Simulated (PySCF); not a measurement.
PySCF 2.14 output of an unrestricted PBE0 calculation on a single atom or ion in aug-cc-pVQZ-X2C, with scalar relativity by spin-free X2C-1e:

```
SCF conv_tol = 1e-09
number electrons alpha = 19  beta = 18
    C. Adamo and V. Barone.,  J. Chem. Phys. 110, 6158 (1999)
    M. Ernzerhof and G. E. Scuseria.,  J. Chem. Phys. 110, 5029 (1999)
cycle= 1 E= -3178.75756120651  delta_E= -0.0025  |g|= 0.00751  |ddm|= 1.86
cycle= 2 E= -3178.75758479539  delta_E= -2.36e-05  |g|= 0.000864  |ddm|= 0.179
cycle= 3 E= -3178.75758531785  delta_E= -5.22e-07  |g|= 0.000113  |ddm|= 0.0227
cycle= 4 E= -3178.7575853429  delta_E= -2.51e-08  |g|= 1.51e-05  |ddm|= 0.00719
cycle= 5 E= -3178.75758534307  delta_E= -1.75e-10  |g|= 4.84e-07  |ddm|= 0.000486
converged SCF energy = -3178.75758534307  <S^2> = 0.75013301  2S+1 = 2.000133
```

The run itself started from symmetry-adapted Hartree-Fock orbitals and held the occupation by maximum overlap, on a logarithmic radial grid, so the iterations belong to that start.

Problem. Which element, charge and spin multiplicity is this?

Solution. Sr⁺ (strontium, charge +1), multiplicity 2; the state was [Kr] 5s1, 2S determinant.
